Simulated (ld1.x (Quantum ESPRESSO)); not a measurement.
# An all-electron radial function and its pseudo partner (Ta)

Columns: radius, all-electron u(r) and pseudo u(r) of the 5d shell (level -4.26 eV) of tantalum in the configuration [Kr] 4d10 4f14 5s2 5p6 5d3 6s1.5 6p0.5; PBE, scalar-relativistic, ultrasoft scheme, ld1.x (Quantum ESPRESSO) 7.5.

| r (bohr) | all-electron | pseudo |
| --- | --- | --- |
| 0.155 | 0.1592 | 0.0012 |
| 0.310 | -0.2341 | 0.0096 |
| 0.465 | -0.2705 | 0.0310 |
| 0.620 | -0.0493 | 0.0690 |
| 0.775 | 0.2074 | 0.1246 |
| 0.930 | 0.4157 | 0.1954 |
| 1.085 | 0.5606 | 0.2765 |
| 1.240 | 0.6495 | 0.3612 |
| 1.395 | 0.6955 | 0.4420 |
| 1.550 | 0.7107 | 0.5117 |
| 1.705 | 0.7050 | 0.5647 |
| 1.860 | 0.6858 | 0.5978 |
| 2.015 | 0.6583 | 0.6104 |
| 2.170 | 0.6259 | 0.6045 |
| 2.325 | 0.5912 | 0.5842 |
| 2.480 | 0.5557 | 0.5546 |
| 2.635 | 0.5205 | 0.5206 |
| 2.790 | 0.4860 | 0.4860 |
| 2.945 | 0.4527 | 0.4527 |
| 3.100 | 0.4208 | 0.4208 |
| 3.255 | 0.3904 | 0.3904 |
| 3.410 | 0.3617 | 0.3617 |
| 3.565 | 0.3346 | 0.3346 |
| 3.720 | 0.3092 | 0.3092 |
| 3.875 | 0.2854 | 0.2854 |
| 4.030 | 0.2631 | 0.2631 |

How many radial nodes do the two functions have?

The all-electron 5d function has n − l − 1 = 2; the pseudo-wave has 0, since the states of the same l below it are removed with the core.

At about which radius was the pseudo-wave matched?

2.85 bohr. The columns agree to 0.0005 from 2.63 bohr on; several derivatives are matched, so the curves merge somewhat inside the radius.

Where does each function peak?

Outermost all-electron maximum near 1.55 bohr, pseudo maximum near 2.02 bohr (to the table’s step).

Is the pseudo-wave norm-conserving?

No, it belongs to an ultrasoft set: the norm inside the radius is not constrained, and the difference is carried by the augmentation charge.
